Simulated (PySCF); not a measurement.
TlH: from constants to spectrum

RHF-CCSD(T) constants of TlH, ¹Σ⁺ (singlet), closed shell (PySCF, scalar-relativistic core potentials, basis sets Tl def2-TZVPP with ECP60, H def2-TZVPP; masses 204.9744 and 1.0078 u):

| Property | Result |
| --- | --- |
| ωe | 1380.3 cm⁻¹ |
| ωexe | 20.9 cm⁻¹ |
| Be | 4.6565 cm⁻¹ |
| αe | 0.123 cm⁻¹ |
| D (centrifugal) | 0.000212 cm⁻¹ |
| De to Tl + H | 2.56 eV |

Q: Give the vibrational terms G(v) and spacings up to v = 6.

A: G(v) = ωe(v+½) − ωexe(v+½)².

```csv
v,G(v) (cm⁻¹),G(v) − G(v−1),Bv (cm⁻¹)
0,685,,4.595
1,2023,1338,4.472
2,3320,1297,4.349
3,4575,1255,4.226
4,5788,1213,4.103
5,6959,1171,3.980
6,8089,1130,3.857
```

Q: How well does the Morse estimate ωe²/(4ωexe) reproduce De, and what is D0?

A: It gives 2.83 eV, 110 % of the computed De. D0 = De − G(0) = 2.56 − 0.08 = 2.48 eV.

Correlated steps freeze 4 core orbitals. Spin–orbit coupling is left out, which matters for elements this heavy, above all for dissociation energies. Where the molecule has an RHF reference, its open-shell atoms are computed with UHF.
